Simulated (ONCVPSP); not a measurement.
## LDA (Perdew-Wang 92) ONCV dataset for La, scalar-relativistic all-electron reference.

La, optimised norm-conserving Vanderbilt (ONCV), made with ONCVPSP 4.0.1 (LDA (Perdew-Wang 92), scalar-relativistic). Core [Kr] 4d10, reference 5s2 5p6 (charge +3). Waves: 5s: rc 2.25 bohr, ncon 3, nbas 8, qcut 4.3 1/bohr, 1 projector; 5p: rc 2.30 bohr, ncon 3, nbas 7, qcut 5.5 1/bohr, 2 projectors, debl 3.3 Ha; d scattering state at 0.33 Ha: rc 1.95 bohr, ncon 3, nbas 6, qcut 5.9 1/bohr, 1 projector; f scattering state at 0.11 Ha: rc 2.15 bohr, ncon 4, nbas 9, qcut 4.6 1/bohr, 1 projector. Local part: polynomial inside 1.85 bohr (lpopt 5, dvloc0 3 Ha). Core correction: none.

In the d channel the program set the typed energies aside and used 0.050 Ha. In the f channel the program set the typed energies aside and used -1.016 Ha.

Poles of the logarithmic derivatives, all-electron (AE) and pseudo (PS). s: poles at -1.9, 3.4 (AE) and -1.9, 1.5, 5.0 (PS) Ha. p: poles at -1.1, 4.0 (AE) and -1.1, 3.9 (PS) Ha. d: poles at 1.3 (AE) and 1.3 (PS) Ha. f: poles at -0.9, 2.5 (AE) and -0.9 (PS) Ha. Test radii: s 2.29, p 2.33, d 1.98, f 2.18 bohr.

* Cutoffs needed: 9.4 Ha and 12 Ha (the cutoffs (Ha) at which the residual kinetic energy of the hardest occupied pseudo-wave falls to 1 and 0.1 mHa per electron) The cutoffs count occupied waves only; projector 1 of the f channel, the hardest unoccupied one, needs 82 Ha at the loose tolerance.
* Ghost test: no bound ghost flagged; no localised positive-energy state flagged
* Largest excitation error: +208 meV (all-electron minus pseudo) for 5s2 5p6 5d1 6s2, out of 4 test configurations
